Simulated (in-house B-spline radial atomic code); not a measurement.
The numbers below are computed, except where a source is named.
## Ghost states of the separable form: Hf

Hf, [Xe] 4f14 5d2 6s2, non-relativistic LDA (VWN5) (a model for so heavy an element), spherical and spin-unpolarised, from a B-spline radial code for spherical atoms (atomic units; all potentials screened as in the neutral atom).

Troullier-Martins channels: 6s (ε = -0.1665, r_c = 3.143 bohr), 5p (ε = -1.2464, r_c = 1.242 bohr), 5d (ε = -0.1438, r_c = 1.677 bohr), 4f (ε = -0.8716, r_c = 1.517 bohr). In the Kleinman-Bylander form one channel serves as the local potential, and each other channel l becomes |δV u><u δV|/<u|δV|u>, with δV = V_l − V_local and u the pseudo-orbital. Its strength is E_KB = <u|δV²|u>/<u|δV|u>. By the analysis of Gonze, Stumpf and Scheffler a spurious state lies below the reference level ε if E_KB > 0 and ε is above the second level of the local potential alone, or if E_KB < 0 and ε is above its first. The table's levels are those of angular momentum l in a sphere of 9 bohr, whose wall can lift a shallow ε a little above its free-atom value.

| local | channel | <u δV u> | <u δV² u> | ε | first local level | second local level |
| --- | --- | --- | --- | --- | --- | --- |
| d | s | 0.15185 | 0.32962 | -0.1648 | -2.8532 | -0.4057 |
| d | f | -14.073 | 317.63 | -0.8716 | 0.1835 | 0.4542 |
| d | p | 0.017806 | 0.71079 | -1.2464 | -1.3576 | -0.0657 |
| s | d | -1.3868 | 4.6395 | -0.1436 | 0.0582 | 0.3144 |
| s | f | -19.452 | 510.61 | -0.8716 | 0.1883 | 0.4921 |
| s | p | -3.2323 | 13.472 | -1.2464 | -0.0717 | 0.1849 |
| f | d | 0.12513 | 4.4971 | -0.1436 | -10.1805 | -0.0189 |
| f | s | 0.16626 | 0.99923 | -0.1648 | -29.6640 | -9.8142 |
| f | p | 0.96969 | 31.805 | -1.2464 | -20.0543 | -2.2275 |
| p | d | 0.017887 | 0.14226 | -0.1436 | -0.1705 | 0.1111 |
| p | s | 0.15105 | 0.32773 | -0.1648 | -2.1183 | -0.1865 |
| p | f | -16.321 | 435.39 | -0.8716 | 0.1834 | 0.4526 |

Apply the rule to each row.

Local d, channel s: E_KB = +2.17, so ε = -0.1648 is set against -0.4057: a ghost. Local d, channel f: E_KB = -22.6, so ε = -0.8716 is set against 0.1835: no ghost. Local d, channel p: E_KB = +39.9, so ε = -1.2464 is set against -0.0657: no ghost. Local s, channel d: E_KB = -3.35, so ε = -0.1436 is set against 0.0582: no ghost. Local s, channel f: E_KB = -26.2, so ε = -0.8716 is set against 0.1883: no ghost. Local s, channel p: E_KB = -4.17, so ε = -1.2464 is set against -0.0717: no ghost. Local f, channel d: E_KB = +35.9, so ε = -0.1436 is set against -0.0189: no ghost. Local f, channel s: E_KB = +6.01, so ε = -0.1648 is set against -9.8142: a ghost. Local f, channel p: E_KB = +32.8, so ε = -1.2464 is set against -2.2275: a ghost. Local p, channel d: E_KB = +7.95, so ε = -0.1436 is set against 0.1111: no ghost. Local p, channel s: E_KB = +2.17, so ε = -0.1648 is set against -0.1865: a ghost. Local p, channel f: E_KB = -26.7, so ε = -0.8716 is set against 0.1834: no ghost.

Diagonalising the separable Hamiltonian gives:

```csv
local,channel,three lowest levels,"all-electron, two lowest valence levels"
d,s,"-1.6131, -0.1648, 0.1170","-0.1648, 0.1180"
d,f,"-0.8716, 0.1848, 0.4647","-0.8716, 0.1845"
d,p,"-1.2464, -0.0460, 0.2145","-1.2464, -0.0472"
s,d,"-0.1436, 0.1187, 0.4426","-0.1436, 0.1165"
s,f,"-0.8716, 0.1886, 0.4942","-0.8716, 0.1845"
s,p,"-1.2464, -0.0250, 0.2537","-1.2464, -0.0472"
f,d,"-0.1436, 0.1166, 0.4290","-0.1436, 0.1165"
f,s,"-26.5969, -8.2111, -0.1648","-0.1648, 0.1180"
f,p,"-5.0952, -1.2464, -0.0454","-1.2464, -0.0472"
p,d,"-0.1436, 0.1165, 0.4286","-0.1436, 0.1165"
p,s,"-0.3722, -0.1648, 0.1200","-0.1648, 0.1180"
p,f,"-0.8716, 0.1847, 0.4640","-0.8716, 0.1845"
```

Which choices of local channel are safe?

Free of ghosts: s. With d local the s channel has a ghost 1.45 hartree below ε, since the local potential binds more than one state below ε, and a repulsive term of rank one raises each level at most to the next, so it clears only one of them. With f local the s channel has two ghosts, the lowest 26.43 hartree below ε, since the local potential binds more than one state below ε, and a repulsive term of rank one raises each level at most to the next, so it clears only one of them. With f local the p channel has a ghost 3.85 hartree below ε, since the local potential binds more than one state below ε, and a repulsive term of rank one raises each level at most to the next, so it clears only one of them. With p local the s channel has a ghost 0.21 hartree below ε, since the local potential binds more than one state below ε, and a repulsive term of rank one raises each level at most to the next, so it clears only one of them. Among the safe choices the second level, which tests transfer, is off by at most 22.2 millihartree (s local).
